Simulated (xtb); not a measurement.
HClSi, charge -1, doublet, geometry from GFN2-xTB (a state made from the parent by changing its charge; the spin is typed, not shown lowest); GFN1-xTB (xtb).

Input for xtb:
```
$ xtb mol.xyz --gfn 1 --chrg -1 --uhf 1 --hess --json

# file mol.xyz
3

Si     1.01104949    -0.27343022     0.88647386
H      1.94589771    -0.44022613    -0.29605972
Cl    -0.94709357     0.25107349    -0.71262201
```

### Question
What does xtb print? Leave out banner, timings and long lists.

### Answer

```
   ID    Z sym.   atoms
    1   14 Si     1
    2    1 H      2
    3   17 Cl     3

           -------------------------------------------------
          |                Calculation Setup                |
           -------------------------------------------------

           -------------------------------------------------
          |                 G F N 1 - x T B                 |
           -------------------------------------------------

          ...................................................
          :                      SETUP                      :
          :.................................................:
          :  # basis functions                  22          :
          :  # atomic orbitals                  20          :
          :  # shells                            8          :
          :  # electrons                        13          :
          :  # halogen bonds                     0          :
          :  max. iterations                   250          :
          :  Hamiltonian                  GFN1-xTB          :
          :  restarted?                      false          :
          :  GBSA solvation                  false          :
          :  PC potential                    false          :
          :  electronic temp.          300.0000000     K    :
          :  accuracy                    1.0000000          :
          :  -> integral cutoff          0.2500000E+02      :
          :  -> integral neglect         0.1000000E-07      :
          :  -> SCF convergence          0.1000000E-05 Eh   :
          :  -> wf. convergence          0.2000000E-04 e    :
          :  Broyden damping             0.4000000          :
          :  net charge                         -1          :
          :  unpaired electrons                  1          :
          ...................................................

 iter      E             dE          RMSdq      gap      omega  full diag
   1     -6.7982538 -0.679825E+01  0.327E+00    1.04       0.0  T
   2     -6.7983651 -0.111226E-03  0.193E+00    1.03       1.0  T
   3     -6.7984017 -0.366147E-04  0.817E-02    1.01       1.0  T
   4     -6.7984042 -0.249407E-05  0.130E-02    1.01       4.5  T
   5     -6.7984042 -0.306199E-07  0.611E-03    1.01       9.5  T
   6     -6.7984042 -0.160712E-07  0.202E-03    1.01      28.5  T
   7     -6.7984042 -0.172531E-08  0.338E-04    1.01     170.8  T
   8     -6.7984042 -0.304068E-10  0.172E-04    1.01     336.5  T
   9     -6.7984042 -0.102025E-10  0.116E-07    1.01  100000.0  T

   *** convergence criteria satisfied after 9 iterations ***

         :::::::::::::::::::::::::::::::::::::::::::::::::::::
         ::                     SUMMARY                     ::
         :::::::::::::::::::::::::::::::::::::::::::::::::::::
         :: total energy              -6.792977580239 Eh    ::
         :: gradient norm              0.049011721846 Eh/a0 ::
         :: HOMO-LUMO gap              1.012296616498 eV    ::
         ::.................................................::
         :: SCC energy                -6.798404225804 Eh    ::
         :: -> electrostatic           0.091478411069 Eh    ::
         :: repulsion energy           0.006098986269 Eh    ::
         :: dispersion energy         -0.000672340704 Eh    ::
         :: halogen bond corr.         0.000000000000 Eh    ::
         :: add. restraining           0.000000000000 Eh    ::
         :: total charge              -1.000000000000 e     ::
         :::::::::::::::::::::::::::::::::::::::::::::::::::::

           -------------------------------------------------
          |                Numerical Hessian                |
           -------------------------------------------------
step length          :   0.00500
SCC accuracy         :   0.30000
Hessian scale factor :   1.00000
frozen atoms in %    :   0.00000    0
RMS gradient         :   0.04901 !! INCOMPLETELY OPTIMIZED GEOMETRY !!
estimated CPU  time      0.00 min

writing file <hessian>.

 projected vibrational frequencies (cm⁻¹)
eigval :       -0.00    -0.00    -0.00     0.00     0.00     0.00
eigval :     -185.49   635.28  1812.67
           -------------------------------------------------
          |                Property Printout                |
           -------------------------------------------------

    * Orbital Energies and Occupations

         #    Occupation            Energy/Eh            Energy/eV
      -------------------------------------------------------------
         1        2.0000           -0.6659464             -18.1213
         2        2.0000           -0.3802269             -10.3465
         3        2.0000           -0.2933716              -7.9830
         4        2.0000           -0.2841923              -7.7333
         5        2.0000           -0.2831377              -7.7046
         6        2.0000           -0.2225178              -6.0550
         7        1.0000           -0.1285738              -3.4987 (HOMO)
         8                         -0.0913726              -2.4864 (LUMO)
         9                          0.0221142               0.6018
        10                          0.1046604               2.8480
Molecule has the following symmetry elements: (sigma)
It seems to be the Cs point group
        11                          0.1255636               3.4168
        12                          0.1261947               3.4339
        13                          0.1450368               3.9467
        14                          0.1832768               4.9872
        15                          0.1978208               5.3830
        16                          0.1978848               5.3847
        17                          0.2147826               5.8445
        18                          0.2157502               5.8709
       ...                                ...                  ...
        20                          1.0994950              29.9188
      -------------------------------------------------------------
                  HL-Gap            0.0372012 Eh            1.0123 eV
             Fermi-level           -0.1427595 Eh           -3.8847 eV

  Mulliken/CM5 charges         n(s)   n(p)   n(d)
     1Si   -0.37583 -0.46096   1.788  2.347  0.241
     2H    -0.07211  0.00221   1.072  0.000  0.000
     3Cl   -0.55207 -0.54125   1.955  5.598 -0.001

Wiberg/Mayer (AO) data.
largest (>0.10) Wiberg bond orders for each atom

 ---------------------------------------------------------------------------
     #   Z sym  total        # sym  WBO       # sym  WBO       # sym  WBO
 ---------------------------------------------------------------------------
     1  14 Si   1.807 --     2 H    1.025     3 Cl   0.782
     2   1 H    1.030 --     1 Si   1.025
     3  17 Cl   0.786 --     1 Si   0.782
 ---------------------------------------------------------------------------

Topologies differ in total number of bonds
Writing topology from bond orders to xtbtopo.mol

 dipole moment from electron density (au)
     X       Y       Z
   0.3535  -0.0788  -0.0822  total (Debye):    0.944

           -------------------------------------------------
          |               Frequency Printout                |
           -------------------------------------------------
 projected vibrational frequencies (cm⁻¹)
eigval :       -0.00    -0.00    -0.00     0.00     0.00     0.00
eigval :     -185.49   635.28  1812.67
 reduced masses (amu)
   1: 34.88   2: 24.77   3: 27.02   4: 25.98   5: 10.24   6: 35.35   7: 31.14   8:  2.28
   9:  1.99
 IR intensities (km·mol⁻¹)
   1: 11.46   2: 12.35   3:  3.87   4: 11.29   5:  4.52   6:  9.17   7:406.42   8: 64.32
   9:779.28
 Raman intensities (Ä⁴*amu⁻¹)
   1:  0.00   2:  0.00   3:  0.00   4:  0.00   5:  0.00   6:  0.00   7:  0.00   8:  0.00
   9:  0.00
 output can be read by thermo (or use thermo option).
 writing <g98.out> molden fake output.
 recommended (thermochemical) frequency scaling factor: 1.0
           -------------------------------------------------
          |             Thermodynamic Functions             |
           -------------------------------------------------

cs  symmetry found (for desy threshold:  0.10E+00) used in thermo

          ...................................................
          :                      SETUP                      :
          :.................................................:
          :  # frequencies                           2      :
          :  # imaginary freq.                       1      :
          :  linear?                             false      :
          :  only rotor calc.                    false      :
          :  symmetry                               cs      :
          :  rotational number                       1      :
          :  scaling factor                  1.0000000      :
          :  rotor cutoff                   50.0000000 cm⁻¹ :
          :  imag. cutoff                  -20.0000000 cm⁻¹ :
          :.................................................:

    mode    ω/cm⁻¹     T·S(HO)/kcal·mol⁻¹    T·S(FR)/kcal·mol⁻¹   T·S(vib)
   ------------------------------------------------------------------------
   ------------------------------------------------------------------------

   temp. (K)  partition function   enthalpy   heat capacity  entropy
                                   cal/mol     cal/K/mol   cal/K/mol   J/K/mol
 298.15  VIB   1.05                   89.652      0.982      0.396
         ROT  0.123E+05              888.752      2.981     21.697
         INT  0.129E+05              978.404      3.963     22.092
         TR   0.502E+27             1481.254      4.968     38.396
         TOT                        2459.6582     8.9312    60.4881   253.0822

       T/K    H(0)-H(T)+PV         H(T)/Eh          T*S/Eh         G(T)/Eh
   ------------------------------------------------------------------------
    298.15    0.391971E-02    0.949654E-02    0.287398E-01   -0.192433E-01
   ------------------------------------------------------------------------

         :::::::::::::::::::::::::::::::::::::::::::::::::::::
         ::                  THERMODYNAMIC                  ::
         :::::::::::::::::::::::::::::::::::::::::::::::::::::
         :: total free energy          -6.812220882245 Eh   ::
         ::.................................................::
         :: total energy               -6.792977580239 Eh   ::
         :: zero point energy           0.005576830013 Eh   ::
         :: G(RRHO) w/o ZPVE           -0.024820132018 Eh   ::
         :: G(RRHO) contrib.           -0.019243302005 Eh   ::
         :::::::::::::::::::::::::::::::::::::::::::::::::::::
imag cut-off (cm-1) :    5.00
 found            1  significant imaginary frequency
 writing imag mode distorted coords to xtbhess.xyz
 for further optimization.

           -------------------------------------------------
          | TOTAL ENERGY               -6.792977580239 Eh   |
          | TOTAL ENTHALPY             -6.783481035443 Eh   |
          | TOTAL FREE ENERGY          -6.812220882245 Eh   |
          | GRADIENT NORM               0.049011720735 Eh/α |
          | HOMO-LUMO GAP               1.012296609535 eV   |
           -------------------------------------------------
########################################################################
[WARNING] Runtime exception occurred
-1- hessian_numhess: Hessian on incompletely optimized geometry!
########################################################################

normal termination of xtb
```
